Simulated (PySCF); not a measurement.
The vertical singlet excitations below were computed for one of the candidates. Method: PySCF 2.14.0, density-fitted response routines, TDDFT CAM-B3LYP/def2-SVPD, vertical, gas phase, core orbitals frozen in the response. Geometries: GFN2-xTB, one conformer each.

```tsv
state	ν̃ (cm⁻¹)	f	main configurations (H = HOMO, L = LUMO)
S1	60390	0.0070	H-1→L+1 (29%), H→L+1 (17%), H-1→L+3 (13%)
S2	60730	0.0089	H→L+1 (26%), H-1→L+1 (19%), H→L+3 (16%)
S3	64950	0.023	H→L (56%), H→L+4 (10%)
S4	65340	0.0051	H-1→L+2 (21%), H-1→L+1 (14%), H→L (13%)
S5	66050	0.0078	H-1→L (59%), H-1→L+4 (13%)
S6	66720	0.012	H→L+1 (24%), H→L+2 (22%), H→L+7 (8%)
S7	68580	0.020	H→L+3 (38%), H→L+2 (32%)
S8	69430	0.097	H-1→L+3 (40%), H-1→L+2 (33%)
```

Question: Which candidate is it?
A. `C[P@H](=O)CC(F)(F)F`
B. `C#C/C=C(/O[SiH3])C(F)F`
C. `O=C1CC(F)=CO1`
D. `O=C1C=C(C(F)F)C[SiH2]1`

Answer: A. Its S1, at 7.49 eV, is the highest among the candidates; the nearest of the others has S1 at 5.63 eV. S1 is HOMO-1→LUMO+1 (29%), HOMO→LUMO+1 (17%), HOMO-1→LUMO+3 (13%). Löwdin shares by element: HOMO oxygen 65%, carbon 15% or more, phosphorus 14%; LUMO carbon 40%, hydrogen 8% or more (atoms not listed hold the other 52%). At the same level the other candidates give, for their lowest levels:
- `O=C1CC(F)=CO1`: 5.63 eV (f 0.000); 5.67 eV (f 0.080); 6.66 eV (f 0.010); 7.09 eV (f 0.000); 7.36 eV (f 0.111); T1 3.94 eV; HOMO -8.76, LUMO 0.18 eV
- `C#C/C=C(/O[SiH3])C(F)F`: 5.29 eV (f 0.463); 5.58 eV (f 0.000); 5.94 eV (f 0.000); 6.45 eV (f 0.000); 6.98 eV (f 0.005); T1 3.19 eV; HOMO -8.19, LUMO -0.20 eV
- `O=C1C=C(C(F)F)C[SiH2]1`: 2.97 eV (f 0.001); 5.78 eV (f 0.265); 6.03 eV (f 0.001); 6.32 eV (f 0.049); 6.44 eV (f 0.001); T1 2.43 eV; HOMO -8.40, LUMO -1.15 eV

Conformer computed: `[CH3:1][P@H:2](=[O:3])[CH2:4][C:5]([F:6])([F:7])[F:8]`: C1–P2–C4–C5 -70°, P2–C4–C5–F6 -58°.
Triplets come from the Tamm–Dancoff approximation.
